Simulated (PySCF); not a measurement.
# Basis-set dependence of population analyses: `B[C@H]1CC(Cl)=C1Cl`

Species: C4H5BCl2.
Z-matrix (Å and degrees, PBE0-D3(BJ)/def2-SVP geometry), rows numbered from 1:
```
B 
C   1  1.5564
C   2  1.5659  1  123.49
C   3  1.5054  2   85.74  1   127.85
Cl  4  1.7015  3  131.36  2  -178.76
C   4  1.3423  3   94.39  2     0.15
Cl  6  1.6999  2  131.22  1    50.65
H   1  1.2084  2  120.54  3  -144.36
H   1  1.2096  2  119.75  3    40.76
H   2  1.1172  1  100.95  3  -124.94
H   3  1.1011  2  115.27  1  -115.84
H   3  1.1015  2  114.50  1    12.46
```

PBE0 throughout (PySCF), one geometry, spherical d and f functions. Isolated species at its PBE0-D3(BJ)/def2-SVP geometry (one conformer only). The first 7 of 11 kinds of atom are listed.

Mulliken charges (e):

```tsv
basis	functions	B1	C2	C3	C4	Cl5	C6	Cl7
STO-3G	48	+0.184	-0.152	-0.135	+0.002	-0.071	+0.005	-0.069
6-31G	81	+0.235	-0.385	-0.331	-0.281	+0.206	-0.240	+0.219
pcSseg-0	81	+0.304	-0.717	-0.425	-0.214	+0.151	-0.170	+0.164
6-31G*	116	+0.112	-0.291	-0.366	-0.101	+0.049	-0.079	+0.054
cc-pVDZ	131	+0.070	-0.046	+0.084	-0.130	-0.067	-0.028	-0.064
def2-SVP	131	+0.088	-0.159	+0.090	-0.091	-0.074	+0.022	-0.067
aug-cc-pVDZ	214	-1.301	+0.239	+0.437	+0.075	-0.145	+0.197	-0.142
6-311+G(2d,p)	235	-0.049	-0.043	-1.104	+0.372	+0.120	+0.030	+0.167
def2-TZVP	259	-0.070	+0.013	-0.145	-0.011	-0.067	-0.063	-0.065
cc-pVTZ	288	-0.046	+0.008	-0.126	+0.002	-0.084	-0.038	-0.079
IGLO-III	313	+0.150	-0.150	-0.257	-0.060	+0.064	-0.094	+0.069
```

IAO charges (e):

```csv
basis,functions,B1,C2,C3,C4,Cl5,C6,Cl7
STO-3G,48,+0.101,-0.249,-0.236,-0.079,+0.023,-0.069,+0.025
6-31G,81,+0.065,-0.245,-0.257,-0.060,+0.003,-0.051,+0.006
pcSseg-0,81,+0.064,-0.254,-0.258,-0.072,+0.015,-0.059,+0.018
6-31G*,116,+0.082,-0.242,-0.242,-0.059,+0.006,-0.050,+0.010
cc-pVDZ,131,+0.066,-0.239,-0.244,-0.059,+0.007,-0.049,+0.011
def2-SVP,131,+0.074,-0.240,-0.239,-0.061,+0.013,-0.050,+0.016
aug-cc-pVDZ,214,+0.067,-0.242,-0.249,-0.057,+0.004,-0.048,+0.008
"6-311+G(2d,p)",235,+0.070,-0.244,-0.250,-0.062,+0.010,-0.052,+0.014
def2-TZVP,259,+0.070,-0.245,-0.250,-0.063,+0.012,-0.053,+0.016
cc-pVTZ,288,+0.069,-0.245,-0.250,-0.060,+0.009,-0.050,+0.013
IGLO-III,313,+0.068,-0.245,-0.251,-0.063,+0.013,-0.053,+0.017
```

Task: Which scheme is steadiest as the basis changes?

Result: Largest range over the bases for any column: IAO 0.04 e, Mulliken 1.60 e. IAO charges move least and Mulliken charges most, counted in e. Without the minimal STO-3G basis the ranges are IAO 0.02, Mulliken 1.60 e.

Task: How much do the charges still move between the two largest bases, cc-pVTZ and IGLO-III?

Result: At most, over all atoms: Mulliken 0.197 e, IAO 0.004 e.

Task: What do the same runs give for the total energy, the frontier levels and the dipole moment?

Result: 
```
        basis  energy (Eh)  HOMO (eV)  LUMO (eV)  μ (D)
       STO-3G   -1087.9323      -5.36       0.98   2.70
        6-31G   -1099.9527      -6.87      -1.50   2.38
     pcSseg-0   -1098.6115      -7.12      -1.80   2.32
       6-31G*   -1100.0425      -6.78      -1.43   2.06
      cc-pVDZ   -1100.1048      -6.81      -1.66   1.90
     def2-SVP   -1099.6621      -6.78      -1.66   1.77
  aug-cc-pVDZ   -1100.1164      -6.92      -1.82   1.98
6-311+G(2d,p)   -1100.1548      -6.92      -1.81   1.94
    def2-TZVP   -1100.1721      -6.88      -1.76   1.85
      cc-pVTZ   -1100.1813      -6.88      -1.75   1.90
     IGLO-III   -1100.1666      -6.84      -1.77   1.72
```

The dipole is fixed by the density alone, so its range of 0.98 D shows that the density itself changes with the basis, not only its division among atoms.
